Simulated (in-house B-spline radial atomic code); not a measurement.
A radial electron density 4πr²n(r) was computed for an atom or ion in its tabulated ground configuration with a B-spline radial code for spherical atoms; method: non-relativistic OLYP, spin-polarised, spherical fractional occupations. Columns: r (bohr), 4πr²n(r) (electrons per bohr), bar.

```
  0.0102   0.1482 #
   0.012   0.2007 #
   0.014   0.2667 ##
  0.0165   0.3595 ###
  0.0193   0.4756 ###
  0.0227   0.6317 ####
  0.0266   0.8278 ######
  0.0312    1.078 ########
  0.0366    1.391 ##########
   0.043    1.778 #############
  0.0504    2.237 ################
  0.0592    2.779 ####################
  0.0694    3.383 ########################
  0.0814    4.038 ############################
  0.0955    4.706 #################################
   0.112    5.331 ######################################
   0.132    5.859 #########################################
   0.154    6.172 ############################################
   0.181    6.237 ############################################
   0.212    5.992 ##########################################
   0.249    5.427 ######################################
   0.292    4.611 #################################
   0.343    3.655 ##########################
   0.402    2.747 ###################
   0.472    2.028 ##############
   0.554    1.623 ###########
    0.65    1.553 ###########
   0.763    1.745 ############
   0.895    2.054 ##############
    1.05    2.316 ################
    1.23      2.4 #################
    1.44    2.253 ################
     1.7     1.88 #############
    1.99    1.411 ##########
    2.33   0.9428 #######
    2.74   0.5525 ####
    3.21   0.2929 ##
    3.77   0.1378 #
    4.42  0.05823 
    5.19  0.02129 
    6.09 0.006603
```

Which atom or ion is it?
A. O2+
B. B
C. Be
D. C

D. The area under the curve, ∫4πr²n dr = ∫r·4πr²n d(ln r) on this logarithmic grid, is 6 electrons; among the options with that count, the innermost peak, which lies near 1/Z bohr, picks Z = 6. The configuration is [He] 2s2 2p2.
